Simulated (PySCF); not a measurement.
PBEsol on B (boron, neutral), [He] 2s1 2p1 3d1, one real determinant (an excited configuration). Computed with PySCF 2.14 in aug-cc-pCVTZ-DK (7s6p4d2f, 59 functions), with scalar relativity by spin-free X2C-1e.

```
cycle= 1 E= -24.0614041070924  delta_E= -0.00292  |g|= 0.0147  |ddm|= 0.14
cycle= 2 E= -24.0614208871313  delta_E= -1.68e-05  |g|= 0.00207  |ddm|= 0.0247
cycle= 3 E= -24.0614214635964  delta_E= -5.76e-07  |g|= 0.000112  |ddm|= 0.00427
cycle= 4 E= -24.0614214717251  delta_E= -8.13e-09  |g|= 1.57e-05  |ddm|= 0.000632
cycle= 5 E= -24.0614214719502  delta_E= -2.25e-10  |g|= 6.23e-07  |ddm|= 0.000105
converged SCF energy = -24.0614214719502  <S^2> = 3.7500046  2S+1 = 4.0000023
```

Highest occupied orbital energy: 0.660 eV; ⟨L²⟩ = 8.00; populations by l: s 3.00, p 1.00, d 1.00, f 0.00.

Task: Can this result be used?

Result: Not for this state. The run converged. ⟨L²⟩ = 8.00 against 12 for a pure F term, so this real determinant mixes terms. The outer electron is Rydberg-like, and this basis confines it to a smaller radius and binds it less than a complete one would. At PBEsol the highest occupied level has a positive energy, so only the finite basis holds that electron; for this excited configuration the basis is too tight for the outer shell.
